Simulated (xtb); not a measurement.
H6NSi2, SMILES [SiH2]N[SiH3] (connectivity only; charge and spin as stated), charge +1, multiplicity 1. All values are semi-empirical tight-binding results from xtb (GFN2-xTB unless named), good for trends rather than for accurate numbers. Geometry: GFN2-xTB. The spin state was assumed, not searched. The isomer is the one that the SMILES or the coordinates give; other isomers of the formula were not compared.

Optimised geometry:

Bonds (Å): Si1–N2 1.665, Si1–H4 1.448, Si1–H5 1.449, N2–Si3 1.851, N2–H6 1.016, Si3–H7 1.458, Si3–H8 1.458, Si3–H9 1.458. Angles (°): N2–Si1–H4 116.6, N2–Si1–H5 119.3, H4–Si1–H5 124.1, Si1–N2–Si3 134.2, Si1–N2–H6 116.5, Si3–N2–H6 109.3, N2–Si3–H7 102.9, N2–Si3–H8 102.5, N2–Si3–H9 102.6, H7–Si3–H8 115.3, H7–Si3–H9 115.2, H8–Si3–H9 115.4.
Charge +1, spin multiplicity 1.

The orbital gap is 3.28 eV. The zero-point energy is 34.2 kcal/mol. The G − E(el) at 298.15 K (modified RRHO) comes out as 15.9 kcal/mol and the static polarisability (D4 model) is 70.7 bohr³. The solvation energy, GFN2-xTB/ALPB(water) comes out as -44.4 kcal/mol and the solvation energy, GFN2-xTB/ALPB(dmf) is -41.4 kcal/mol.

Computed atomic charges and the Wiberg bond orders between heavy atoms:
charges (e) Si1 0.57, N2 -0.36, Si3 0.52, H4 0.05, H5 0.06, H6 0.22, H7 -0.01, H8 -0.03, H9 -0.01. Bond orders Si1–N2 1.60, N2–Si3 0.71.
